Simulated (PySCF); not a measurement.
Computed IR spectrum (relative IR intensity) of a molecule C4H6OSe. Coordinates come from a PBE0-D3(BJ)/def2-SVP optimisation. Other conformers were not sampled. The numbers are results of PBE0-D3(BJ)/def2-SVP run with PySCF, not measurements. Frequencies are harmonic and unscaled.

| ν (cm⁻¹) | relative intensity |
|---|---|
| 200 | 5.4 |
| 650 | 2.2 |
| 823 | 33 |
| 910 | 7.7 |
| 971 | 2.8 |
| 998 | 9.0 |
| 1053 | 53 |
| 1086 | 19 |
| 1175 | 10 |
| 1223 | 21 |
| 1246 | 26 |
| 1370 | 12 |
| 1794 | 100 |
| 2442 | 15 |
| 3077 | 25 |
| 3153 | 7.6 |

### Question
Which molecule gave these data?
A. C[C@]1([SeH])C=CO1
B. C=C1OC[C@H]1[SeH]
C. O=C[Se]C1CC1
D. O=C1CC[C@@H]1[SeH]

### Answer
B, C=C1OC[C@H]1[SeH]
